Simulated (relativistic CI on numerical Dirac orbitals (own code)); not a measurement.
**Hyperfine structure of Rb³⁵⁺, mass number 85**

Method of calculation: Dirac-Coulomb-Breit CI, separate exchange-only KLI orbitals for each configuration, QED by a radiative potential, unscaled Slater integrals (own radial code, finite nucleus).

CI space: 1s2, 1s 2s, 1s 2p, 1s 3s, 1s 3p, 1s 3d, 1s 4s, 1s 4p, 1s 4d, 1s 4f, 1s 5s, 1s 5p, 1s 5d, 1s 5f, 1s 5g, 1s 6s, 1s 6p, 1s 6d. Levels of other configurations are missing.

Nuclear spin I = 5/2, μ = 1.35306 μN, Q = 0.276 b (tables of Stone and Pyykkö). The electronic factors are computed for point nuclear moments, without core polarisation or the Bohr-Weisskopf and QED corrections.

```json
{"Level": "1s 2s 3S_1", "E (eV)": "13732.8", "A (GHz)": "4354", "B (GHz)": "-0.000502"}
{"Level": "1s 2p 3P°_1", "E (eV)": "13781.4", "A (GHz)": "3909", "B (GHz)": "-10.7"}
{"Level": "1s 2p 3P°_2", "E (eV)": "13854.6", "A (GHz)": "1977", "B (GHz)": "53.9"}
{"Level": "1s 2p 1P°_1", "E (eV)": "13879.0", "A (GHz)": "-1746", "B (GHz)": "37.1"}
{"Level": "1s 3s 3S_1", "E (eV)": "16291.9", "A (GHz)": "4017", "B (GHz)": "-0.000576"}
{"Level": "1s 3p 3P°_1", "E (eV)": "16305.3", "A (GHz)": "3820", "B (GHz)": "-2.98"}
{"Level": "1s 3p 3P°_2", "E (eV)": "16327.1", "A (GHz)": "1950", "B (GHz)": "16.3"}
{"Level": "1s 3d 3D_2", "E (eV)": "16333.1", "A (GHz)": "1945", "B (GHz)": "3.13"}
```

Levels with J = 0, under 50 % of one LS term, or S terms without an open s electron are left out. Small factors come from cancelling terms and can be off by tens of per cent or more.

At this charge energies of transitions that change n are usually good to better than 1 %, and those within a shell (Δn = 0) to a few per cent.

(1) Give the hyperfine levels of 1s 2s 3S_1 relative to its centre of gravity.

Answers

(1) With K = F(F + 1) − I(I + 1) − J(J + 1), E = AK/2 + B[¾K(K + 1) − I(I + 1)J(J + 1)]/[2I(2I − 1)J(2J − 1)]: F = 3/2: -15240, F = 5/2: -4354, F = 7/2: 10880 GHz.

LS names give the leading component of a level, which can be under half, so a name can repeat, a term be missing and a line seem to break the LS rules.
